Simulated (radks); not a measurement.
Values are calculated unless marked as measured or tabulated.
Q: Radial electron density D(r) = 4 pi r^2 rho(r) of an atom or ion with 42 electrons. Code: a radial shooting solver on a logarithmic mesh with Libxc functionals. Model: Dirac Kohn-Sham, PBE, spin-unpolarised, spherical densities, finite nucleus; Fermi nuclear charge, rms radius of each element as measured or else 0.836 A^(1/3) + 0.57 fm.

| r (bohr) | D(r) (e/bohr) |
|---|---|
| 0.001348 | 1.553 |
| 0.001569 | 2.034 |
| 0.001812 | 2.618 |
| 0.00211 | 3.406 |
| 0.002436 | 4.353 |
| 0.002814 | 5.540 |
| 0.003276 | 7.105 |
| 0.003783 | 8.940 |
| 0.004404 | 11.31 |
| 0.005086 | 14.02 |
| 0.005921 | 17.42 |
| 0.006838 | 21.16 |
| 0.007897 | 25.40 |
| 0.009194 | 30.35 |
| 0.01062 | 35.33 |
| 0.01236 | 40.66 |
| 0.01428 | 45.46 |
| 0.01649 | 49.65 |
| 0.01919 | 52.96 |
| 0.02217 | 54.69 |
| 0.0258 | 54.81 |
| 0.0298 | 53.41 |
| 0.03442 | 50.99 |
| 0.04007 | 48.28 |
| 0.04627 | 46.71 |
| 0.05387 | 47.26 |
| 0.06221 | 50.43 |
| 0.07242 | 56.13 |
| 0.08364 | 62.21 |
| 0.0966 | 66.67 |
| 0.1125 | 67.30 |
| 0.1299 | 63.17 |
| 0.1512 | 55.21 |
| 0.1746 | 47.50 |
| 0.2017 | 43.12 |
| 0.2348 | 43.92 |
| 0.2711 | 48.22 |
| 0.3156 | 52.01 |
| 0.3645 | 50.75 |
| 0.4243 | 42.97 |
| 0.4901 | 31.94 |
| 0.566 | 21.52 |
| 0.6589 | 14.61 |
| 0.7609 | 12.42 |
| 0.8858 | 12.62 |
| 1.023 | 12.74 |
| 1.181 | 11.51 |
| 1.375 | 8.967 |
| 1.588 | 6.260 |
| 1.849 | 3.896 |
| 2.136 | 2.378 |
| 2.466 | 1.462 |
| 2.871 | 0.9161 |
| 3.316 | 0.6146 |
| 3.86 | 0.4049 |
| 4.458 | 0.2585 |
| 5.19 | 0.1436 |
| 5.994 | 0.07078 |
| 6.923 | 0.02890 |
| 8.059 | 0.008716 |
| 9.307 | 0.002107 |
| 10.84 | 0.0003349 |

What is the nuclear charge?

A: Z = 43. The innermost maximum, from 1s, lies near gamma/Z bohr with gamma = sqrt(1 - (Z/c)^2) = 0.949, here 0.0221 bohr (found: 0.0242), and its height grows with Z. The density is that of the technetium ion Tc+ in [Kr] 4d5 5p1; the configuration itself is not fixed sharply by these data, and Z only to a few units. D(r) has 4 maxima, at r = 0.0242, 0.106, 0.329, 0.975 bohr, and minima at 0.0485, 0.213, 0.792 bohr, inside which lie 2.06, 11.14, 29.18 electrons.
